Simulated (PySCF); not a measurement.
ethenyl silylformate (C₃H₆O₂Si), SMILES C(=C)OC(=O)[SiH3].

Geometry optimised at PBE0-D3(BJ)/def2-SVP. The values are those of a single conformer.

Computed with HF/def2-TZVP in PySCF.

Gas-phase values at a fixed geometry.

Task: Estimate the frontier levels, gap, dipole moment and polarisability. (Estimate from the structure and the level; the computed values follow.)

Result: 
```yaml
highest_occupied_level: -9.99 eV
lowest_empty_level: 2.76 eV
orbital_gap: 12.75 eV
dipole_moment: 1.95 D
quadrupole, principal values (traceless, Buckingham form, about the centre of nuclear charge): -5.45, -2.92, 8.37 D·Å
mean_static_polarisability: 64.4 bohr³ (9.54 Å³)
polarisability_principal_values: 48.1, 63.0, 82.0 bohr³
```
